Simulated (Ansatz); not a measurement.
```yaml
crystal:
  periodic: [false, false, false]
  atoms:
    - {symbol: Cl, position_ang: [-1.943394, 0.019236, 1.492940]}
    - {symbol: B, position_ang: [-0.442757, 0.857115, 0.986229]}
    - {symbol: C, position_ang: [0.651432, 0.027676, 0.168533]}
    - {symbol: C, position_ang: [0.194842, -0.645846, -1.003992]}
    - {symbol: O, position_ang: [0.530392, -1.391812, 0.081515]}
    - {symbol: H, position_ang: [-0.410500, 2.020462, 1.218660]}
    - {symbol: H, position_ang: [1.644773, 0.454269, 0.216102]}
    - {symbol: H, position_ang: [0.877444, -0.739049, -1.830807]}
    - {symbol: H, position_ang: [-0.888837, -0.691918, -1.321066]}
basis:
  gaussian: {orbitals: STO-3G, fitting: {mean_field: def2-universal-jkfit}, nuclear_model: gaussian, point_charges: [{charge: 0.50, position_ang: [5.442, -0.151, -0.029]}]}
magnetization: {spin_polarized: true, initial_magnetization: 0}
hamiltonian: {xc: {name: PBE-QIDH}}
scf: {lower_state_search: light}
```

```sh
$ ansatz run in.yaml --threads 2 --pin off --events-out ev --progress --plain --max-ram 4352MiB
```

Output, abridged:

```
Functional definition: PBE-QIDH
502 factors; integrals over basis functions are off by at most 9.1e-3 eV
mean field evaluation 1: about -17164.5716 eV, gradient 1.9e1 eV
mean field evaluation 2: about -17164.5729 eV, gradient 1.9e1 eV
mean field evaluation 4: about -17167.2918 eV, gradient 1.1e0 eV
mean field evaluation 8: about -17167.3043 eV, gradient 1.5e-2 eV
mean field -17167.30426303 eV, -630.8867952497 hartree, gradient 9.7e-6 eV, S^2 0.000000; 0 other end points of the search recorded, 0 dependent functions left out
9 core orbitals not correlated: weight in the atoms' cores, before any rotation towards them, 1.000 or more for the frozen orbitals, at most 0.000 for the correlated occupied ones
reference -17167.30426925 eV, -630.8867954783 hartree; 14, 14 occupied and 10, 10 virtual orbitals, 502 factors
second order -5.93694256 eV of doubles, -0.00000000 eV of singles
Total energy: -17169.28325011 eV, -630.9595216832 hartree
```

It took 1.1 s on 2 threads of an Arm Neoverse V1 on a shared host, with 0.11 GiB of host memory at the peak.
